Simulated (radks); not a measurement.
The numbers below are computed, except where a source is named.
Problem. These are the eigenvalues of the occupied orbitals of an atom or ion with whole-number occupations (eV). Level of theory: scalar-relativistic Kohn-Sham, LDA (Slater exchange, Perdew-Wang correlation), spin-polarised, spherical densities, finite nucleus; Fermi nuclear charge, rms radius of each element as measured or else 0.836 A^(1/3) + 0.57 fm (a radial shooting solver on a logarithmic mesh with Libxc functionals).

1s up: -12493.92
1s down: -12493.73
2s up: -1615.027
2s down: -1614.913
2p up: -1423.298
2p down: -1423.130
3s up: -223.0448
3s down: -222.8019
3p up: -163.1014
3p down: -162.8214
3d up: -63.8194
3d down: -63.4259
4s up: -27.9508
4s down: -25.5244
4p up: -16.4341

Which element is it, and in what charge state? The configuration may be excited. Open shells, if any, are filled with parallel spins first.

Solution. Z = 34, selenium, charge +1: Se+ in [Ar] 3d10 4s2 4p3. The list shows which subshells hold electrons but not how many an open one holds; the 1s level, -459.14 hartree, gives Z - s = 30.3 by -(Z - s)^2/2, which with screening and relativity narrows Z to a few neighbours, and the depths of the outer levels then fix element, charge and occupations together.
